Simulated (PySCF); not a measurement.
Zr(Cl)2(NH2)(Me) (CH5Cl2NZr), SMILES [NH2][Zr]([CH3])([Cl])[Cl], multiplicity 1. Atoms are numbered in the order given.

```xyz
10

Zr     0.0554    -0.1613     0.0000
Cl    -0.0048     1.0082    -2.0556
Cl    -0.0048     1.0082     2.0556
N      1.5441    -1.5157     0.0000
H      2.0038    -1.9028    -0.8340
H      2.0038    -1.9028     0.8340
C     -1.7634    -1.4169     0.0000
H     -2.6669    -0.7661     0.0000
H     -1.8098    -2.0713     0.8977
H     -1.8098    -2.0713    -0.8977
```
Charge 0, spin multiplicity 1.

Geometry optimised at PBE-D3(BJ)/def2-SVP. The spin state was assumed, not searched. The structure was generated by enumeration; whether it is a known compound was not checked. The def2 effective core potentials stand for the cores of Zr; spin–orbit coupling is left out. The values are those of a single conformer.

Computed with PBE0/def2-TZVP in PySCF.

Symmetry labels are those of the subgroup Cs that the program uses (full group Cs).

Question: List the valence orbital energies around the gap with their symmetry. (The exact figures need the calculation; the answer reports its results.)

Answer: 
```
orbital  symmetry  energy (eV)
-------  --------  -----------
HOMO−7         A'       -10.60
HOMO−6         A"       -10.19
HOMO−5         A'        -9.62
HOMO−4         A"        -9.51
HOMO−3         A'        -9.41
HOMO−2         A"        -9.25
HOMO−1         A'        -8.29
HOMO           A'        -7.91
LUMO           A"        -1.78
LUMO+1         A'        -1.33
LUMO+2         A"        -1.12
LUMO+3         A'        -0.45
```
